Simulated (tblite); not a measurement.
Species: C₃H₄BF₃.
Atom-mapped SMILES: `[F:1][BH:2]/[CH:3]=[CH:4]\[CH:5]([F:6])[F:7]` (hydrogens: H8 on B2; H9 on C3; H10 on C4; H11 on C5)

Computed with GFN2-xTB (tblite), gas phase: L-BFGS steps from a force-field or distance-geometry start until the largest atomic force falls under 0.01 eV/Å.

Step 8: E = -650.4661 eV
```
atom  x, y, z in Å  |  force x, y, z in eV/Å
F1      3.0031    0.1501    0.2098   -0.002   0.054   0.014
B2      1.7353   -0.1918    0.1732    0.045  -0.045  -0.010
C3      0.6799    0.9068   -0.1551    0.042  -0.045   0.011
C4     -0.6346    0.7018   -0.2326   -0.060   0.003  -0.010
C5     -1.2915   -0.6315   -0.0082   -0.025  -0.001   0.006
F6     -2.6272   -0.5533   -0.2184   -0.005   0.051  -0.036
F7     -1.1475   -1.0548    1.2752    0.043   0.007   0.009
H8      1.4902   -1.3206    0.3760    0.022   0.009  -0.009
H9      1.0248    1.9193   -0.3302    0.013  -0.038   0.014
H10    -1.3294    1.5008   -0.4505   -0.063   0.012  -0.005
H11    -0.8976   -1.4241   -0.6650   -0.010  -0.008   0.017
```

Step 9: E = -650.4666 eV
```
atom  x, y, z in Å  |  force x, y, z in eV/Å
F1      3.0026    0.1522    0.2101    0.002   0.043   0.015
B2      1.7359   -0.1933    0.1730    0.019  -0.011  -0.014
C3      0.6796    0.9064   -0.1552    0.009  -0.050   0.006
C4     -0.6360    0.7016   -0.2332    0.000   0.019  -0.003
C5     -1.2922   -0.6324   -0.0079   -0.001   0.029  -0.006
F6     -2.6272   -0.5505   -0.2197   -0.007   0.023  -0.019
F7     -1.1460   -1.0547    1.2761    0.021   0.009  -0.015
H8      1.4917   -1.3223    0.3761    0.026   0.014  -0.012
H9      1.0260    1.9195   -0.3299   -0.001  -0.068   0.019
H10    -1.3314    1.5012   -0.4505   -0.043  -0.010   0.000
H11    -0.8975   -1.4250   -0.6650   -0.024   0.000   0.028
```

Problem. Estimate the geometry and energy of step 10. (The exact step hangs on the optimiser's Hessian estimate; all steps are aligned on step 9, rigid shifts and turns removed.)

Solution. E = -650.4671 eV, largest force 0.080 eV/Å
```
atom  x, y, z in Å  |  force x, y, z in eV/Å
F1      3.0022    0.1547    0.2107    0.009   0.035   0.015
B2      1.7367   -0.1947    0.1725   -0.003   0.017  -0.015
C3      0.6794    0.9050   -0.1551   -0.014  -0.039  -0.002
C4     -0.6369    0.7019   -0.2337    0.025   0.020   0.002
C5     -1.2927   -0.6325   -0.0078    0.013   0.043  -0.013
F6     -2.6273   -0.5478   -0.2210   -0.007   0.003  -0.001
F7     -1.1445   -1.0544    1.2765    0.000   0.014  -0.029
H8      1.4934   -1.3235    0.3759    0.029   0.005  -0.012
H9      1.0269    1.9182   -0.3293   -0.005  -0.077   0.020
H10    -1.3339    1.5014   -0.4505   -0.016  -0.026   0.006
H11    -0.8979   -1.4257   -0.6643   -0.030   0.005   0.029
```

The energy changes by -0.0005 eV. The first-order estimate −F·Δx gives -0.0006 eV and the mean of the old and new forces, exact on a quadratic surface, -0.0005 eV. The step makes an angle of 43° with the force vector and moves no atom by more than 0.003 Å.

What follows is the cost of the whole relaxation. The run took 0.22 s wall on one thread of an Arm Neoverse V1, no GPU (shared host).
